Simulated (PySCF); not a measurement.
## Which determinant of ZrF lies lowest?

Unrestricted PBE0; basis Zr cc-pVDZ-PP with ECP28, F cc-pVDZ; scalar-relativistic core potentials; PySCF 2.14. Outer shells of the fragments: Zr 4d2 5s2; F 2s2 2p5.

Followed along the bond (rough minima from three points):

```tsv
2Ms+1	unpaired	⟨S²⟩ at the start	R at minimum (Å)	Te (eV)
4	σ ↑, δ ↑↑	3.75	1.90	0.00
2	δ ↑	0.93	1.88	0.12
4	σ ↑, π ↑, δ ↑	3.75	1.94	0.29
4	σ ↑, π ↑, δ ↑	3.75	1.94	0.29
2	σ ↑, δ ↑↓	1.75	1.90	0.63
4	σ ↑↑, δ ↑	3.75	1.97	0.93
```

Solutions found at the starting distance of 2.020 Å, counted from the lowest of them; the search is not exhaustive and high or unbound solutions are not listed, so other states can lie among these:

```tsv
2Ms+1	unpaired	term	E (eV)	⟨S²⟩	⟨Lz²⟩	μ (D)
4	σ ↑, δ ↑↑	⁴Σ⁻	0.00	3.75	0.00	-3.87
4	σ ↑, π ↑, δ ↑	mixed	0.19	3.75	4.93	-2.76
4	σ ↑, π ↑, δ ↑	mixed	0.20	3.75	4.98	-2.86
2	δ ↑	²Δ	0.20	0.93	4.00	-2.02
2	σ ↑, δ ↑↓	mixed	0.63	1.75	8.01	-3.01
4	σ ↑↑, δ ↑	⁴Δ	0.78	3.75	4.00	-0.43
```

A term symbol is given only where ⟨S²⟩ and ⟨Lz²⟩ are close to those of a pure state; real π, δ and φ orbitals otherwise mix terms. A positive dipole means Zr(−)F(+).

Problem. Compare the gap between the two lowest followed solutions at the starting distance with the gap between their minima.

Solution. At PBE0 the second solution (doublet, unpaired electrons δ ↑) lies +0.20 eV from the first (quartet, unpaired electrons σ ↑, δ ↑↑) at 2.020 Å and +0.12 eV at the minima; the two curves relax by different amounts, since their minima lie near 1.88 and 1.90 Å.

Spin–orbit coupling is left out. With d or f electrons several states lie close, and the lowest PBE0 determinant need not be the measured ground state.
